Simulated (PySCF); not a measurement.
Compound: C₈H₉O (doublet state).
SMILES with atom numbers: `[CH:1]#[C:2][C:3]#[C:4][CH2:5][C@H:6]([OH:7])[CH:8][CH3:9]` (hydrogens: H10 on C1; H11, H12 on C5; H13 on C6; H14 on O7; H15 on C8; H16, H17, H18 on C9)

Geometry (GFN2-xTB, Å), atoms numbered from 1 in this order:
```
atom  x, y, z in Å
C1     4.3513   -0.9732   -0.0813
C2     3.2100   -0.7655   -0.4054
C3     1.9191   -0.5183   -0.7491
C4     0.7695   -0.3369   -1.0725
C5    -0.6020   -0.0236   -1.3740
C6    -1.1375    1.1075   -0.4161
O7    -0.4711    2.3169   -0.6805
C8    -1.0518    0.6885    0.9978
C9    -1.9545   -0.3282    1.5740
H10    5.3449   -1.1608    0.1940
H11   -0.6822    0.3362   -2.4036
H12   -1.2261   -0.9117   -1.2542
H13   -2.1828    1.2860   -0.7034
H14    0.4509    2.2217   -0.4135
H15   -0.1919    0.9991    1.5683
H16   -2.8542   -0.4442    0.9726
H17   -1.4603   -1.3057    1.6437
H18   -2.2402   -0.0552    2.5914
```

The hyperfine couplings belong to this conformer and change with its torsions.

Theory: UKS B3LYP, pcH-1 on C H O, non-relativistic, mean-field spin-orbit, GIAO in PySCF 2.14.0. Isolated species at its GFN2-xTB geometry (one conformer only). Couplings are sensitive to structure, and on GFN2-xTB geometries they can be far from those on DFT ones. The SCF solution wasn't tested for stability.

(1) Give the principal g shifts and their parts.

(2) What are the electron Larmor frequencies g μB B/h along the three axes at 3350 mT?

(3) Average each term over the three axes. Which is largest in size?

(4) At 9.505 GHz, how far is the centre of the isotropic spectrum from where a free electron (g = 2.002319) resonates?

(5) In a frozen sample, at which fields do the three g values resonate at 9.5, 34, 94 and 263 GHz (hyperfine left aside), and which band first spreads them over more than twice a line width of 1.0 mT?

Answers

(1) 
```csv
Δg (ppm),1,2,3
relativistic mass correction,-144,-144,-144
gauge correction,1,29,32
orbital Zeeman/spin–orbit,-64,517,576
total,-206,403,465
```

So g = 2.00211, 2.00272, 2.00278 and g_iso = 2.00254; the tensor is close to axial: the two nearest values differ by 9 % of g3 − g1. Axes: g2 points within 10° of the C8–C9 bond.

(2) 93.8739, 93.9025, 93.9054 GHz for g1, g2 and g3, a range of 31.5 MHz.

(3) The orbital-Zeeman/spin–orbit term 343, the mass correction -144 and the gauge correction 21 ppm, for a total of 220 ppm. The orbital-Zeeman/spin–orbit term is the largest in size. The mass correction is the same along every axis, so the anisotropy comes from the other two: their spans along these axes are 31 (gauge) and 640 ppm (orbital Zeeman/spin–orbit).

(4) B = hν/(g μB) with μB/h = 13.99624 MHz/mT gives 339.16 mT for the free electron and 339.12 mT at g_iso, 0.04 mT lower.

(5) 
```json
{"band": "X", "GHz": "9.5", "B(g3) mT": "338.90", "B(g2) mT": "338.92", "B(g1) mT": "339.02", "spread mT": "0.11"}
{"band": "Q", "GHz": "34.0", "B(g3) mT": "1212.92", "B(g2) mT": "1212.96", "B(g1) mT": "1213.33", "spread mT": "0.41"}
{"band": "W", "GHz": "94.0", "B(g3) mT": "3353.38", "B(g2) mT": "3353.48", "B(g1) mT": "3354.50", "spread mT": "1.12"}
{"band": "J", "GHz": "263.0", "B(g3) mT": "9382.32", "B(g2) mT": "9382.61", "B(g1) mT": "9385.46", "spread mT": "3.15"}
```

The spread grows in proportion to the frequency. J band is the first where it exceeds 2.0 mT.

The largest Mulliken spin populations are on C8 (+1.02), C9 (-0.08) and C6 (-0.07). No atom but C8 exceeds +0.15. The angles at C8 add up to 359.0°, so it is planar; its axial dipolar tensor and the negative coupling of its proton fit spin in a p orbital normal to that plane.

The HOMO–LUMO gaps are 4.63 eV among the α and 5.37 eV among the β orbitals.
